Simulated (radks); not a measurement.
Task: The tin ion Sn13+ is in [Kr] 4d1. All-electron calculation, scalar-relativistic Kohn-Sham, BLYP, spin-polarised, spherical densities, finite nucleus; Fermi nuclear charge, rms radius of each element as measured or else 0.836 A^(1/3) + 0.57 fm. Program: a radial shooting solver on a logarithmic mesh with Libxc functionals. Open shells are filled with parallel spins first. One electron is removed from 3d, 4s, 4d, 4p in turn, with full relaxation. Which removal costs least, and what does each cost?

Result: 4d 283.07 eV; 4p 355.02 eV; 4s 403.95 eV; 3d 788.46 eV. The 4d electron leaves first.
